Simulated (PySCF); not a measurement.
**Correlation energy of Mn (manganese, neutral)**

[Ar] 3d4 4s2 5s1, 5s spin antiparallel (an excited configuration). All numbers are calculated (PySCF 2.14, scalar relativity by spin-free X2C-1e, in aug-cc-pwCVTZ-DK with one added diffuse shell each of s, p, d, f, g type (11s10p8d5f4g, 152 functions)). Frozen: [Ar]; 7 electrons correlated.

MP2 pair energies summed by pair of shells (mhartree):

```json
{"pair": "3d-3d", "energy": "-44.31", "share (%)": "42.1"}
{"pair": "3d-4s", "energy": "-28.56", "share (%)": "27.2"}
{"pair": "4s-4s", "energy": "-25.94", "share (%)": "24.7"}
{"pair": "4s-5s", "energy": "-4.99", "share (%)": "4.7"}
{"pair": "3d-5s", "energy": "-1.36", "share (%)": "1.3"}
```

Total MP2 correlation energy: -105.16 mhartree.

Same-spin part -58.15 and opposite-spin part -47.02 mhartree; SCS-MP2 scales them by 1/3 and 6/5 to -75.80 mhartree.
